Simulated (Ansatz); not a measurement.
One change: `C[Te]C(C)=N` becomes `CC(=N)N`.

Ansatz, PBE0-D4/def2-TZVP geometries, multiplicity 1. Each molecule was computed in one conformer, which needn't be the lowest.

Elements past krypton have def2 core potentials.

```
                                        property  `C[Te]C(C)=N`
             LUMO energy (B3LYP/def2-TZVPP) / eV          -0.96
size of the dipole moment (B3LYP/def2-TZVPP) / D           2.39
              LUMO energy (PBE0/def2-TZVPP) / eV          -0.71
            HOMO–LUMO gap (PBE0/def2-TZVPP) / eV           5.38
              HOMO energy (PBE0/def2-TZVPP) / eV          -6.10
           LUMO energy (ωB97M-V/def2-TZVPP) / eV           1.03
```

(1) Give the same properties after the change, and the shifts. (Best estimate.)

Results:

(1) Ansatz gave: 
```json
{"property": "LUMO energy (B3LYP/def2-TZVPP) / eV", "`CC(=N)N`": "0.35", "shift": "1.31"}
{"property": "size of the dipole moment (B3LYP/def2-TZVPP) / D", "`CC(=N)N`": "3.35", "shift": "0.96"}
{"property": "LUMO energy (PBE0/def2-TZVPP) / eV", "`CC(=N)N`": "0.71", "shift": "1.42"}
{"property": "HOMO–LUMO gap (PBE0/def2-TZVPP) / eV", "`CC(=N)N`": "7.69", "shift": "2.31"}
{"property": "HOMO energy (PBE0/def2-TZVPP) / eV", "`CC(=N)N`": "-6.98", "shift": "-0.88"}
{"property": "LUMO energy (ωB97M-V/def2-TZVPP) / eV", "`CC(=N)N`": "2.11", "shift": "1.08"}
```

With PBE0 the HOMO falls by 0.88 eV and the LUMO rises by 1.42 eV, so the gap widens by about 2.30 eV. PBE moves the HOMO by -0.59 eV and ωB97M-V by -1.10 eV. Dipoles are sizes alone; their direction can turn.

B3LYP here is the variant with VWN-RPA as its local correlation; programs differ in this.

Spin–orbit coupling is left out; it splits and shifts lone-pair levels of the heavy atoms by tenths of an eV.
